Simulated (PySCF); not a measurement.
Correlation energy of Al(2+) (aluminium, charge +2)

[Ne] 3p1, 2P determinant (an excited configuration). Computed with PySCF 2.14 in x2c-QZVPPall, with the spin-free X2C one-electron Hamiltonian (Gaussian nucleus). Frozen: 1s2; 9 electrons correlated.

| level | correlation energy (mhartree) |
| --- | --- |
| CCSD | -160.62 |
| (T) | -1.12 |
| CCSD(T) | -161.74 |

Diagnostics: T1 = 0.0036, D1 = 0.0095, largest double amplitude 0.010.

Question: Is a single reference adequate?

Answer: Yes: T1 lies below 0.03 and no double amplitude reaches 0.07.

This basis was not built for core-valence correlation, so the inner-shell part is incomplete.
